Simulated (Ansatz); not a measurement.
Species: sum formula Si$_{2}$N$_{3}$H$_{9}$ (charge 0, singlet). SMILES: N[SiH2][SiH](N)N
Coordinates optimised at B3LYP-D3(BJ)/def2-TZVP (Ansatz, a quantum-chemistry and plane-wave program):
```
Si
N 1 1.7245
H 2 1.0077 1 119.29
H 2 1.0087 3 111.21 1 -146.34
N 1 1.7286 2 106.73 3 147.55
H 5 1.0085 1 120.34 2 165.83
H 5 1.0099 6 111.18 1 -147.12
H 1 1.4917 2 103.53 3 24.17
Si 1 2.3495 8 111.49 2 124.57
N 9 1.7350 1 105.12 8 -175.69
H 10 1.0085 9 121.12 1 175.09
H 10 1.0089 11 110.86 9 -144.91
H 9 1.4862 10 108.00 11 55.11
H 9 1.4973 13 105.52 10 122.90
```

Property: atomisation energy (electronic, to ground-state atoms), in kcal/mol. Cores are frozen in the correlated levels unless marked. Open shells are spin-unrestricted. Spin-orbit coupling is left out. Non-relativistic. The coupled-cluster limit lacks core correlation, which all-electron functionals hold. CBS(X,Y): correlation extrapolated as X^-3; Hartree-Fock from the larger set.

| level | program | atomisation energy (kcal/mol) |
|---|---|---|
| HF/cc-pV(D+d)Z | Ansatz | 741.8 |
| PBE-D3(BJ)/def2-TZVPD | Ansatz + dftd3 | 1127.3 |
| PBE-D4/def2-TZVPD | Ansatz + dftd4 | 1127.2 |
| revPBE-D3(BJ)/def2-TZVPD | Ansatz + dftd3 | 1099.7 |
| revPBE/def2-TZVPD | Ansatz | 1081.6 |
| PBE0/STO-3G | Ansatz | 1254.2 |
| PBE0-D3(BJ)/def2-TZVPD | Ansatz + dftd3 | 1108.7 |

Task: Predict the CCSD(T)/CBS(cc-pV(T+d)Z,cc-pV(Q+d)Z) result (Ansatz).

Result: 1119.3 kcal/mol, so PBE0-D3(BJ)/def2-TZVPD differs from it by -10.6 kcal/mol.
